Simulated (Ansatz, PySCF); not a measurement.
This PySCF input computes a PBE0/def2-TZVPD energy:

```python
from pyscf import gto, scf, dft

mol = gto.M(
    atom='''
    C    -1.98162240    0.05350218   -0.04955741
    C    -0.64661262   -0.10769500   -0.02088105
    C     0.61059884    0.08118784    0.01894619
    O     1.82236837    0.09828229    0.05112541
    H    -2.47312991   -0.94822843   -0.10004966
    ''',
    basis='def2-tzvpd',
    charge=-1,
    spin=0,
    verbose=4,
)

mf = dft.RKS(mol, xc='pbe0').density_fit(auxbasis='def2-universal-jkfit')
mf.grids.level = 3
mf.conv_tol = 1e-9
mf.max_cycle = 100
mf.max_memory = 1500
mf.kernel()
if not mf.converged:
    mf = mf.newton()
    mf.kernel(mf.make_rdm1())
mf.analyze()
```

Write an input for the same energy in Ansatz (a program for electronic structure) and say what it gives.


Ansatz 0.2 input:
```yaml
crystal:
  periodic: [false, false, false]
  atoms:
    - {symbol: C, position_ang: [-1.98162240, 0.05350218, -0.04955741]}
    - {symbol: C, position_ang: [-0.64661262, -0.10769500, -0.02088105]}
    - {symbol: C, position_ang: [0.61059884, 0.08118784, 0.01894619]}
    - {symbol: O, position_ang: [1.82236837, 0.09828229, 0.05112541]}
    - {symbol: H, position_ang: [-2.47312991, -0.94822843, -0.10004966]}
basis:
  gaussian:
    orbitals: def2-TZVPD
hamiltonian:
  xc: {name: PBE0}
total_charge: -1
output: {forces: true}
```
It gives -189.89338 Eh, and PySCF -189.89339 Eh, a difference of 0.01 mEh.

It need not be the lowest isomer of its formula. Whether it binds its extra electron was not tested at this geometry.
